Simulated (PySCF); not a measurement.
H3BF3NO2Si, SMILES OB(O)N[Si](F)(F)F, B3LYP/def2-SVP optimised geometry. Atoms within 1.6 Å of the plane z = 0.6 Å (x, y, z in Å): Si1 (1.54, 0.59, -0.02), F2 (2.55, 0.63, 1.22), F4 (0.65, 1.94, 0.02), N5 (0.47, -0.72, 0.00), B6 (-0.98, -0.72, 0.00), O7 (-1.59, -1.94, 0.00), O8 (-1.74, 0.41, 0.00), H9 (0.87, -1.65, 0.00), H10 (-2.55, -1.86, 0.00), H11 (-1.24, 1.24, 0.01).

Calculation: B3LYP/def2-TZVP (PySCF 2.14.0).

Map of the electrostatic potential (hartree/e), clipped to [-0.08, 0.12] on the plane z = 0.6 Å:

```
|:::::::::::::::::::::::::::::|
|:::::::::::::::::::::::::::::|
|:::::::::::::::::::::::::::::|
|::::::::---::::::::::::::::::|
|:::::::-----:::::::::::::::::|
|:::::::------:::..:::::::::::|
|:::::::---=--:::-:::---::::::|
|:::::::--=+==-=%@*===--::::::|
|:::::::-=+*#+=#@@@%#*+=-:::::|
|::::::::=#@@%*@@@@@@@#=-:::::|
|::::...:=%@@@#%@@@@@@@#-:::::|
|:::..  .+@@@@%%@@@@@@@@+:::::|
|:::..  :@@@@@%@@@@@@@@@#:::::|
|::::.  :@@@@@@@@@@@@@@@#:::::|
|::::.. :@@@@@@@@@@@@@@@+:::::|
|---::::-#@@@@@@@@@@@@@*=-::::|
|-----==+#@@@@@@@@@@@@%+=-::::|
|---=+*##%@@@@@@@@@@%#*+=--:::|
|--=+*%@@@@@@@@@@@@@#*+==---::|
|-==+#@@@@@@@%##@@@@#*+==---::|
|-==+*@@@@@@@==+#@@%*+==-----:|
|--=++#%##%#:.:=+##**+==-----:|
|--===++=:.   .-=++++==------:|
|----==--.    .:-======------:|
|-------:..  .::---==--------:|
|------:::....::-------------:|
|-----:::::..::::------------:|
|----::::::::::::-----------::|
|---::::::::::::::---------:::|
```
Scale: ten equal steps from -0.045 (start of ' ') to 0.120 (end of '@'), in the order ' .:-=+*#%@'; x runs from -5.00 to 5.00, y from -5.00 (bottom) to 5.00 (top).
